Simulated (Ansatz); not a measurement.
`C[SiH](C)P` + `CNC` → `CN(C)P` + `C[SiH2]C` at 298.15 K and 1 bar (cleavage of the P–Si bond).

Isolated molecules relaxed with PBE0-D4/def2-TZVP in Ansatz; ΔE leaves out vibrations. CCSD(T)/CBS adds triple-zeta CCSD(T) − MP2 to the extrapolated MP2 energy (def2 sets, frozen cores). One conformer a species, not always the lowest.

| species | CCSD(T)/CBS energy (Eh) | H − E (kJ/mol) | S (J/(mol·K)) |
| --- | --- | --- | --- |
| `C[SiH](C)P` | -711.56475 | 285.9 | 355.6 |
| `CNC` | -135.00321 | 256.9 | 271.4 |
| `CN(C)P` | -476.53702 | 281.6 | 315.8 |
| `C[SiH2]C` | -370.01595 | 253.8 | 297.2 |

H − E and S are ideal-gas, rigid-rotor, harmonic terms from PBE0-D4/def2-TZVP, for one conformer and one mirror image of each species. 1 Eh = 2625.50 kJ/mol, R = 8.31446 J/(mol·K).

Problem. By hand: ΔE, ΔH, ΔS and ΔG.

Solution. ΔE = (-476.53702) + (-370.01595) − (-711.56475) − (-135.00321) = 0.01499 Eh = 39.4 kJ/mol. Δ(H − E) = 281.6 + 253.8 − 285.9 − 256.9 = -7.4, so ΔH = 32.0 kJ/mol. ΔS = 315.8 + 297.2 − 355.6 − 271.4 = -14.0 J/(mol·K). ΔG = 32.0 − 298.15 × (-14.0)/1000 = 36.2 kJ/mol.

Problem. By hand: the equilibrium constant, and the temperature at which ΔG would vanish if ΔH and ΔS stayed fixed.

Solution. log₁₀ K = −ΔG/(RT ln 10) = -6.3. ΔH and −TΔS have one sign here, so there is no such temperature.

The number of gas molecules stays the same, so ΔS is small and ΔH decides. A doubt of 5 kJ/mol in ΔE shifts log₁₀ K by 0.9 here. Other conformers and mirror images would add mixing entropy, several J/(mol·K) or more a flexible species. These are equilibria of isolated gas molecules and say nothing of rates. Largest T1 diagnostic: 0.011 (customary marks: 0.02 for closed shells, 0.045 for open ones).
